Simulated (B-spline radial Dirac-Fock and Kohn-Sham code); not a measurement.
# Two-hole binding energies of Cs²⁺

System: the Cs²⁺ ion, configuration [Kr] 4d10 5s2 5p5.

Calculated with a radial finite-basis atomic code, using Dirac-Fock (average of configuration) total-energy differences with a finite nucleus, the Breit interaction including its frequency dependence, and self-energy and vacuum-polarisation corrections. U is the two-hole binding energy less the two single-hole energies, the effective repulsion of the holes after relaxation. Each two-hole energy is an average over J within one jj subconfiguration.

```
          holes  E(a) (eV)  E(b) (eV)  E(ab) (eV)  U (eV)
   1s⁻¹ 2p3/2⁻¹    36007.3     5037.3     41281.0   236.4
   1s⁻¹ 3p3/2⁻¹    36007.3     1026.2           ?       ?
   1s⁻¹ 3d3/2⁻¹    36007.3      764.4     36841.3    69.6
   1s⁻¹ 3d5/2⁻¹    36007.3      750.5     36826.0    68.2
           2s⁻²     5745.9     5745.9     11642.6   150.7
   2s⁻¹ 3p3/2⁻¹     5745.9     1026.2      6835.9    63.7
   2s⁻¹ 3d5/2⁻¹     5745.9      750.5      6565.0    68.5
   2p3/2⁻¹ 3s⁻¹     5037.3     1244.9      6345.9    63.7
2p1/2⁻¹ 3d5/2⁻¹     5385.1      750.5      6205.8    70.2
2p3/2⁻¹ 3d5/2⁻¹     5037.3      750.5      5855.7    67.9
        3p3/2⁻²     1026.2     1026.2      2101.7    49.2
        3d3/2⁻²      764.4      764.4      1583.9    55.1
3d3/2⁻¹ 3d5/2⁻¹      764.4      750.5      1570.6    55.7
        3d5/2⁻²      750.5      750.5      1555.7    54.8
```

Task: Give the missing two-hole energy and U.

Result: E(ab) = 37107.6 eV and U = 74.1 eV.

Run: 74 s of CPU time on 1 thread of Neoverse-N1 (shared host), peak memory 0.50 GiB.
